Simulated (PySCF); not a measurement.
Quadrupolar nuclei of `C[CH+]c1cccc(F)c1OC` in NMR

Species: C9H10FO (charge +1).
Numbering: `[CH3:1][CH+:2][c:3]1[cH:4][cH:5][cH:6][c:7]([F:8])[c:9]1[O:10][CH3:11]` (hydrogens: H12, H13, H14 on C1; H15 on C2; H16 on C4; H17 on C5; H18 on C6; H19, H20, H21 on C11)

Structure used (GFN2-xTB), in Å, numbered top down from 1:
```
atom  x, y, z in Å
C1     2.987   -0.922   -0.135
C2     1.535   -0.948   -0.111
C3     0.660    0.113    0.010
C4     1.096    1.469    0.135
C5     0.208    2.496    0.239
C6    -1.170    2.231    0.226
C7    -1.635    0.942    0.113
F8    -2.962    0.751    0.109
C9    -0.771   -0.167    0.002
O10   -1.117   -1.423   -0.108
C11   -2.467   -1.872   -0.143
H12    3.332   -1.381   -1.067
H13    3.433    0.060   -0.025
H14    3.366   -1.591    0.644
H15    1.089   -1.932   -0.204
H16    2.154    1.672    0.145
H17    0.548    3.514    0.331
H18   -1.891    3.032    0.304
H19   -3.002   -1.460   -1.001
H20   -2.999   -1.614    0.774
H21   -2.404   -2.955   -0.237
```

Computed at PBE0/pcSseg-1 (PySCF, non-relativistic):

```
atom        environment  nucleus  spin I    Q (b)  CQ = χzz (MHz)      η
 O10  aryl ether oxygen      17O     5/2  -0.0256         -10.693  0.234
```

Task: At 7.05 T, set νQ = 3|CQ|/[2I(2I − 1)] beside the Larmor frequency (|g| × 7.62259 MHz/T × B; g(17O) = −0.75752), and give PQ = |CQ|√(1 + η²/3).

Result: 
| atom | PQ (MHz) | νQ (MHz) | ν0 (MHz) | νQ/ν0 |
| --- | --- | --- | --- | --- |
| O10 | 10.79 | 1.604 | 40.71 | 0.039 |

For O10: PQ = 10.69 × 1.0091, νQ = 10.69 × 0.1500, ν0 = 5.7742 MHz/T × 7.05 T.

Task: For half-integer spins with νQ below a tenth of ν0, find the second-order shift of the centre of gravity of the central transition at 7.05, 14.1 and 18.8 T.

Result: δ = −(3/40)(PQ/ν0)² [I(I + 1) − 3/4]/[I²(2I − 1)²], in ppm:

```json
{"site": "17O at O10", "7.05 T": "-422", "14.1 T": "-105", "18.8 T": "-59.3"}
```

Task: Quadrupolar 1/T1 and linewidth for τc = 1.5 ps (extreme narrowing, isotropic tumbling)?

Result: 1/T1 = 1/T2 = (3π²/10)(2I + 3)/[I²(2I − 1)] × PQ² × τc; the width is 1/(πT2).

| site | spin factor (2I + 3)/[I²(2I − 1)] | 1/T1 (s⁻¹) | T1 (ms) | linewidth (Hz) |
| --- | --- | --- | --- | --- |
| 17O at O10 | 0.320 | 165 | 6.04 | 52.7 |

The structure is a single GFN2-xTB conformer in the gas phase; no vibrational or solvent corrections. GFN2-xTB bond lengths can be off by several hundredths of an ångström, more for odd bonds, and the gradients follow them. These gradients aren't converged with respect to the basis.

The run behind these numbers computed NMR shieldings as well. On an Arm Neoverse V1 with one thread (shared host), this took 60 s wall and 1.1 GiB of memory at its peak.
